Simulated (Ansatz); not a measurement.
A nudged elastic band was laid between two geometries of AlBrH6N2O (11 atoms, charge 0, multiplicity 1).

Method: Ansatz, RKS PBE/def2-SVP.

```json
{"movable images": "5", "climbing image": "yes", "spring": "5.0 eV/Å²", "optimiser": "quadratic models (default)", "start path": "straight line", "force threshold": "0.05 eV/Å", "iteration limit": "60", "end points": "relaxed"}
```

Initial state:

```xyz
11
Properties=species:S:1:pos:R:3
Al -0.228 0.609 0.069
N -0.114 0.061 2.028
H -0.857 -0.601 2.292
H 0.804 -0.385 2.180
O 1.390 0.035 -0.260
H 1.794 0.223 -1.122
N -1.672 -0.228 -0.620
H -2.488 0.297 -0.946
H -1.593 -1.089 -1.166
Br -0.560 2.902 0.366
H -0.180 0.889 2.638
```

Final state:

```xyz
11
Properties=species:S:1:pos:R:3
Al -0.225 0.609 0.067
N -0.108 0.062 2.027
H -0.848 -0.605 2.283
H 0.811 -0.378 2.183
O 1.387 0.021 -0.271
H 1.786 0.197 -1.137
N -1.685 -0.218 -0.604
H -1.615 -1.081 -1.150
H -2.491 0.317 -0.935
Br -0.533 2.904 0.359
H -0.185 0.888 2.637
```

Which bonds break or form, and what moves?

No bond is made or broken.  The two ends are copies of one structure, up to a mirror image or an exchange of like atoms.

What energy profile does the band end with?

It converged. The highest image is number 3 of 0 to 6, 0.178 eV above the ends, which have the same energy within 2 meV. Another band between the same ends (5 images) ends at a top of the same energy, where a vibrational analysis finds 1 clearly imaginary mode.

```tsv
image	path coordinate (Å)	energy (eV)
0	0.00	0.000
1	0.72	0.038
2	1.43	0.117
3	2.15	0.178
4	2.71	0.122
5	3.27	0.033
6	3.82	0.000
```

What is the geometry of the highest image?


```xyz
11
Properties=species:S:1:pos:R:3
Al -0.093 0.472 -0.013
N -0.389 0.308 1.993
H -1.207 -0.221 2.323
H 0.466 -0.168 2.322
O 1.452 -0.334 0.109
H 2.066 -0.393 -0.638
N -1.516 -0.335 -0.791
H -2.375 -0.562 -0.283
H -1.779 -0.098 -1.752
Br 0.086 2.796 -0.227
H -0.416 1.249 2.414
```

The band took 6 iterations and roughly 2.9 core-minutes.

Run time: 46 s on 4 threads of Arm Neoverse V1, on a shared host, peak memory 0.18 GiB.
